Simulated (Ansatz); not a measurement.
Energy needed to pull apart GeH₂S (SMILES [SH][GeH]), singlet, into free ground-state atoms, from the structure below (displaced at random from a GFN2-xTB minimum); no zero-point or spin–orbit terms; open-shell atoms are treated unrestricted, in their ground-state multiplicity.

S1  (-0.443, -1.199, 0.241)
Ge2  (-0.889, 0.779, -0.664)
H3  (0.775, -1.026, 0.671)
H4  (0.606, 1.338, -0.336)
(Å)

Program: Ansatz 0.2.0. Basis: def2-TZVPP. Cores are frozen in the correlated methods. Filled d shells of the heavier atoms are correlated. The def2 sets are not built for correlating such inner shells, so the correlated values are less sure here. B3LYP uses VWN-RPA correlation.

```tsv
method	atomization energy (kcal/mol)
SPW92	276.9
PBE-D4	242.4
r2SCAN-D4	240.0
PBE0-D4	?
B3LYP-D4	239.1
wB97M-V	239.6
HF	158.6
MP2	229.3
CCSD	?
CCSD(T)	231.6
```

(1) What does CCSD give? (To be estimated.)

(2) What does PBE0-D4 give? (An estimate is asked for; the value comes from the calculation.)

T1 diagnostic: at most 0.015.

Results:

(1) The calculation gives: 226.6 kcal/mol, which is about 5.0 kcal/mol less than CCSD(T)/def2-TZVPP.

(2) The calculation gives: 236.4 kcal/mol, which is about 4.8 kcal/mol more than CCSD(T)/def2-TZVPP.

In triple zeta the MP2 and coupled-cluster atomization energies are still short of their basis limit by a few kcal/mol a bond, whereas those of the functionals are nearly converged, so these differences are not deviations from converged CCSD(T).

For scale, one of the runs: CCSD(T)/def2-TZVPP forces, 118 basis functions (an equivalent command: `ansatz run in.yaml --threads 4`). Time: 16 s of wall clock on 4 CPU threads; the host was shared. Peak host memory: 0.72 GiB.
